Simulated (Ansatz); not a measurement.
CH4Si, SMILES `C=[SiH2]` (excited triplet) (charge 0, multiplicity 3). This triplet is an excited state, 1.67 eV above the relaxed singlet at the level composite: frozen-core CCSD(T) with HF/cc-pVQZ and the correlation energy extrapolated as X^-3 from cc-pVTZ and cc-pVQZ, plus CCSDT(Q) minus CCSD(T) in cc-pVDZ // B3LYP-D3(BJ)/def2-TZVP (Ansatz, a quantum-chemistry and plane-wave program).

The numbers are results of Ansatz with frozen-core CCSD(T)/cc-pVTZ // B3LYP-D3(BJ)/def2-TZVP, not measurements.

Ansatz 0.2 input:
```yaml
crystal:
  periodic: [false, false, false]
  atoms:
    - { symbol: C, position_ang: [-0.937439, 0.031239, -0.025572] }
    - { symbol: Si, position_ang: [0.868281, 0.127471, -0.390385] }
    - { symbol: H, position_ang: [-1.318481, -0.297967, 0.937736] }
    - { symbol: H, position_ang: [-1.702822, 0.294889, -0.745953] }
    - { symbol: H, position_ang: [1.565687, 1.076279, 0.522711] }
    - { symbol: H, position_ang: [1.526793, -1.203859, -0.270871] }
basis:
  gaussian: { orbitals: cc-pVTZ }
correlation:
  method: ccsd_t
magnetization:
  spin_polarized: true
  initial_magnetization: 2
```

Output:

```
Functional definition: HF
677 factors; integrals over basis functions are off by at most 1.3e-3 eV
mean field evaluation 1: about -8952.5816 eV, gradient 1.4e1 eV
mean field evaluation 2: about -8952.5868 eV, gradient 1.4e1 eV
mean field evaluation 4: about -8954.4087 eV, gradient 2.2e0 eV
mean field evaluation 8: about -8954.4796 eV, gradient 1.0e-3 eV
mean field evaluation 16: about -8954.4707 eV, gradient 2.2e-1 eV
mean field -8954.47961159 eV, -329.0710561616 hartree, gradient 1.8e-6 eV, S^2 2.012610; 0 other end points of the search recorded, 0 dependent functions left out
6 core orbitals not correlated
reference -8954.47961159 eV, -329.0710561616 hartree; 7, 5 occupied and 107, 109 virtual orbitals, 677 factors
second order -6.81611750 eV of doubles, -0.00000000 eV of singles
cycle   1  -7.53000382 eV  change   -7.1e-1 eV  update   6.4e-2
cycle   2  -7.80603405 eV  change   -2.8e-1 eV  update   2.4e-2
cycle   3  -7.83037422 eV  change   -2.4e-2 eV  update   9.4e-3
cycle   4  -7.82851417 eV  change    1.9e-3 eV  update   4.0e-3
cycle   5  -7.82865919 eV  change   -1.5e-4 eV  update   1.7e-3
cycle   6  -7.82875717 eV  change   -9.8e-5 eV  update   5.7e-4
cycle   7  -7.82889873 eV  change   -1.4e-4 eV  update   2.3e-4
cycle   8  -7.82892725 eV  change   -2.9e-5 eV  update   7.1e-5
cycle   9  -7.82890951 eV  change    1.8e-5 eV  update   3.0e-5
cycle  10  -7.82890889 eV  change    6.2e-7 eV  update   1.0e-5
perturbative correction -0.25675455 eV, -0.0094355558 hartree
Total energy: -8962.56527504 eV, -329.3681988127 hartree
```
